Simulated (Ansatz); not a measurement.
The cluster Si2F3⁻. Total charge -1; singlet. Geometry relaxed at PBE-D4/def2-SVPD.

```xyz
5

Si   -0.245   -0.270    0.478
Si    0.597    1.519   -0.618
F    -0.546   -1.927    0.224
F     1.001    0.802   -2.161
F    -0.807   -0.125    2.076
```

The structure comes from a short search, and lower isomers may exist.

Question: Estimate the harmonic wavenumbers at RKS PBE-D4/def2-SVPD (Ansatz, unscaled). Is this a minimum?

Answer: 74, 85, 134, 204, 266, 412, 637, 727, 752 cm⁻¹. Yes, no mode is imaginary beyond noise. Zero-point energy 19.7 kJ/mol. Hardware: 4 threads of Intel Xeon Platinum 8488C on a shared host. Wall time 12 s.
